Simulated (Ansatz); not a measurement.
System: prop-2-enylsilane, C$_{3}$H$_{8}$Si, net charge 0, singlet state. SMILES: C=CC[SiH3]
Coordinates optimised at B3LYP-D3(BJ)/def2-TZVP (Ansatz, a first-principles code):
```
C
H 1 1.0931
H 1 1.0945 2 107.33
C 1 1.4949 2 110.89 3 -121.08
C 4 1.3283 1 125.48 2 -15.51
H 5 1.0820 4 121.50 1 -178.08
H 5 1.0843 6 116.91 4 179.94
H 4 1.0870 5 118.74 6 -0.32
Si 1 1.8918 2 108.30 3 116.01
H 9 1.4812 1 109.91 2 57.64
H 9 1.4830 10 108.83 1 -120.46
H 9 1.4840 10 109.10 11 -118.46
```
Charge 0, spin multiplicity 1.

Property: atomisation energy (electronic, to ground-state atoms), in eV. Correlated levels leave the core frozen unless marked. UHF or UKS for open shells. No spin-orbit coupling. Non-relativistic. The coupled-cluster limit lacks core correlation, which all-electron functionals hold. CBS marks a two-point X^-3 extrapolation of the correlation energy; Hartree-Fock from the larger set.

```json
[
 {"level": "PBE-D4/def2-TZVPD", "program": "Ansatz + dftd4", "atomisation energy (eV)": "(withheld)"},
 {"level": "B2PLYP/def2-TZVPD", "program": "Ansatz", "atomisation energy (eV)": "(withheld)"},
 {"level": "CCSD(T)/CBS(aug-cc-pV(T+d)Z,aug-cc-pV(Q+d)Z)", "program": "Ansatz", "atomisation energy (eV)": "46.33"}
]
```

Some entries are withheld; supply them.


- PBE-D4/def2-TZVPD, atomisation energy (eV): 46.84
- B2PLYP/def2-TZVPD, atomisation energy (eV): 45.75
